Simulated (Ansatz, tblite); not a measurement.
Cost and result up the ladder for trans-[VF2(H2O)4]+ (VO4F2H8⁺) (15 atoms). Charge 1, multiplicity 3. Geometry: PBE-D4/def2-SVP.

```csv
atom,x (Å),y (Å),z (Å)
V1,0.000,0.000,0.000
F2,-0.492,1.712,-0.283
F3,0.492,-1.712,0.283
O4,0.742,0.523,1.900
H5,0.725,-0.206,2.553
H6,0.291,1.284,2.317
O7,-0.740,-0.530,-1.899
H8,-0.291,-1.299,-2.305
H9,-0.716,0.191,-2.560
O10,1.856,0.387,-0.907
H11,2.603,-0.173,-0.614
H12,2.166,1.314,-0.863
O13,-1.858,-0.380,0.905
H14,-2.180,-1.303,0.858
H15,-2.599,0.191,0.615
```

Ansatz on 4 threads of Arm Neoverse V2 on a shared host; xTB runs through tblite on one thread. Times are rough, summed over both states, and most runs start from the orbitals of an earlier one. PBE0-D4/def2-TZVP serves as the yardstick here, not as an exact answer. The other state is a doublet, and no other spin of it was run.

The xTB rows come from tblite.

Raw xTB energies of ions are shifted by several eV, and xTB has no spin-polarisation term.

| level | functions | wall time | vertical IE (eV) | difference from PBE0-D4/def2-TZVP (eV) |
| --- | --- | --- | --- | --- |
| GFN2-xTB | 41 | 0.011 s | 16.91 | 3.86 |
| GFN1-xTB | 49 | 0.015 s | 17.95 | 4.91 |
| PBE-D4/def2-TZVP | 279 | 27 s | 11.97 | -1.07 |
| r2SCAN-D4/def2-TZVP | 279 | 62 s | 12.46 | -0.58 |
| PBE0-D4/def2-TZVP (with forces) | 279 | 78 s | 13.04 | 0.00 |
